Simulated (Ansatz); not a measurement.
`O[SiH2][NH][AlH2]` + H–F → `F[SiH2][NH][AlH2]` + H₂O at 700 K and 1 bar (ligand exchange at the Si–O bond).

Program: Ansatz. Geometries: PBE0-D4/def2-TZVP. ΔE: electronic, gas phase. CCSD(T)/CBS adds triple-zeta CCSD(T) − MP2 to the extrapolated MP2 energy (def2 sets, frozen cores). This one scheme is used for every species. Each species was taken in one conformer, which may not be the lowest.

```csv
species,CCSD(T)/CBS energy (Eh),H − E (kJ/mol),S (J/(mol·K))
`O[SiH2][NH][AlH2]`,-664.68190,241.0,466.5
H–F,-100.39570,45.2,198.5
`F[SiH2][NH][AlH2]`,-688.71689,205.0,444.0
H₂O,-76.37941,80.5,218.4
```

H − E and S are ideal-gas, rigid-rotor, harmonic terms from PBE0-D4/def2-TZVP, for one conformer and one mirror image of each species. 1 Eh = 2625.50 kJ/mol, R = 8.31446 J/(mol·K).

Q: By hand: ΔE, ΔH, ΔS and ΔG.

A: ΔE = (-688.71689) + (-76.37941) − (-664.68190) − (-100.39570) = -0.01870 Eh = -49.1 kJ/mol. Δ(H − E) = 205.0 + 80.5 − 241.0 − 45.2 = -0.7, so ΔH = -49.8 kJ/mol. ΔS = 444.0 + 218.4 − 466.5 − 198.5 = -2.6 J/(mol·K). ΔG = -49.8 − 700 × (-2.6)/1000 = -48.0 kJ/mol.

Q: By hand: the equilibrium constant, and the temperature at which ΔG would vanish if ΔH and ΔS stayed fixed.

A: log₁₀ K = −ΔG/(RT ln 10) = 3.6. ΔG = 0 at ΔH/ΔS = 19154 K, far beyond where these terms or the molecules hold.

The number of gas molecules stays the same, so ΔS is small and ΔH decides. A doubt of 5 kJ/mol in ΔE shifts log₁₀ K by 0.4 here. Other conformers and mirror images would add mixing entropy, several J/(mol·K) or more a flexible species. Modes under 60 cm⁻¹, often nearly free rotors, make the harmonic entropy too high. These are equilibria of isolated gas molecules and say nothing of rates. Largest T1 diagnostic: 0.012 (customary marks: 0.02 for closed shells, 0.045 for open ones).
